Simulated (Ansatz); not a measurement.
C2H4BFO can be A, `C=C(O)BF`, or B, `OC1(F)BC1`.

Program: Ansatz. Geometries: PBE0-D4/def2-TZVP. ΔE: electronic, gas phase. CCSD(T)/CBS adds triple-zeta CCSD(T) − MP2 to the extrapolated MP2 energy (def2 sets, frozen cores). DFT in def2-TZVPP. Each species was taken in one conformer, which may not be the lowest.

A:

```xyz
9

C     0.788   -0.918   -0.216
C    -0.001    0.047    0.272
O    -0.096    0.373    1.585
B    -0.879    0.864   -0.714
F    -1.669    1.823   -0.269
H     0.798   -1.108   -1.281
H     1.431   -1.532    0.409
H     0.486   -0.192    2.104
H    -0.858    0.642   -1.891
```

B:

Z-matrix (Å, degrees):
```
C
F 1 1.377
B 1 1.539 2 119.2
O 1 1.363 2 112.6 3 150.0
C 1 1.514 2 114.8 3 -68.9
H 3 1.183 1 152.2 2 69.5
H 4 0.966 1 108.8 2 75.5
H 5 1.090 1 117.6 2 4.5
H 5 1.088 1 117.4 2 -136.7
```

Which is lower in electronic energy at CCSD(T)/CBS, and by how much? (Estimate.)

The calculation gave: A, by 71.2 kcal/mol.

Give E(B) − E(A) in kcal/mol with CCSD(T)/def2-TZVPP, B2PLYP, PBE0-D4, CCSD/def2-TZVPP, BLYP-D4, r2SCAN-D4, CCSD(T)/def2-SVP. (An estimate is asked.)

Computed: CCSD(T)/def2-TZVPP 71.8, B2PLYP 72.1, PBE0-D4 65.8, CCSD/def2-TZVPP 71.2, BLYP-D4 72.1, r2SCAN-D4 68.0, CCSD(T)/def2-SVP 72.0. None reverses the order clearly.

Does the order hold for the free energy at 298.15 K (harmonic terms from PBE0-D4)? (Estimate.)

Ansatz gave: Yes: G(B) − G(A) = +70.0 kcal/mol, for one conformer each.

Largest T1 diagnostic: 0.013.

Leaving LDA and LC-ωPBE aside and taking each functional with its dispersion term where it has one, the values, not all of them listed here, spread over 6.7 kcal/mol, from ωB97X-V to BLYP-D4. LDA lies −3.4 kcal/mol from PBE without D4. In def2-TZVPP, CCSD(T) changes the Hartree–Fock value by −2.1 kcal/mol (the triples alone add +0.5 kcal/mol) and MP2 by −1.8 kcal/mol.
